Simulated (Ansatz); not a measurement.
Consider the ligand exchange at a Ge–C bond: `[CH3][GeH2][SH]` + PH₃ → `[PH2][GeH2][SH]` + CH₄.

Gas-phase electronic energies from Ansatz, PBE0-D4/def2-TZVP geometries. CCSD(T)/CBS is the MP2 limit (def2-TZVPP, def2-QZVPP) plus CCSD(T) − MP2 in def2-TZVPP, frozen cores. This one scheme is used for every species. Functionals use def2-TZVPP. B3LYP here is the variant with VWN-RPA as its local correlation; programs differ in this. HSE06 is defined as in plane-wave codes. For Ge outer-core shells are correlated without core-valence functions, which leaves a few kJ/mol of doubt a bond. Scalar relativity is left out up to krypton. One conformer a species, not always the lowest.

`[CH3][GeH2][SH]`:

Cartesian coordinates in Å:
```
C 1.388 -0.115 -0.065
Ge -0.539 -0.181 -0.324
S -1.411 0.966 1.379
H 1.891 -0.658 -0.866
H 1.652 -0.570 0.890
H 1.731 0.920 -0.071
H -1.069 -1.627 -0.292
H -0.957 0.478 -1.652
H -2.687 0.787 1.000
```

PH₃:

```xyz
4

P     0.116    0.397   -0.407
H    -1.006   -0.471   -0.468
H    -0.118    0.729    0.953
H     1.009   -0.656   -0.077
```

`[PH2][GeH2][SH]`:

Z-matrix (Å, degrees):
```
Ge
S 1 2.228
P 1 2.319 2 114.5
H 1 1.536 2 104.2 3 -119.7
H 1 1.539 2 110.0 3 122.2
H 2 1.343 1 94.4 3 -61.0
H 3 1.421 1 93.1 2 53.0
H 3 1.420 1 93.2 2 -40.5
```

CH₄:

Cartesian coordinates in Å:
```
C 0.000 0.000 0.000
H 0.309 -1.020 0.226
H 0.880 0.638 -0.073
H -0.650 0.367 0.793
H -0.539 0.015 -0.947
```

```json
{"level": "B3LYP-D4", "ΔE (kcal/mol)": "-11.1"}
{"level": "HSE06", "ΔE (kcal/mol)": "-11.2"}
```

(1) What does CCSD(T)/CBS give? (An estimate is asked.)

(2) What do rigid-rotor, harmonic-oscillator terms from PBE0-D4/def2-TZVP frequencies (298.15 K, 1 bar) make of the CCSD(T)/CBS value? (Estimate.)

Largest T1 diagnostic among the species: 0.013.

## Answers

(1) Ansatz gave: -9.8 kcal/mol. The listed levels differ from it by -1.3, -1.4 kcal/mol.

(2) Computed: ΔZPE = +1.3 kcal/mol, ΔH = -8.3 kcal/mol, ΔS = -12 J/(mol·K), ΔG = -7.5 kcal/mol.

In def2-TZVPP, CCSD(T) changes the Hartree–Fock value by −0.9 kcal/mol (the triples alone add −0.5 kcal/mol) and MP2 by −1.4 kcal/mol. From BLYP to BHLYP (50 % exact exchange), in def2-TZVPP and without D4, ΔE moves by +1.3 kcal/mol. Leaving LDA and LC-ωPBE aside and taking each functional with its dispersion term where it has one, the values, not all of them listed here, spread over 2.7 kcal/mol, from PBE-D4 to ωB97X-V.
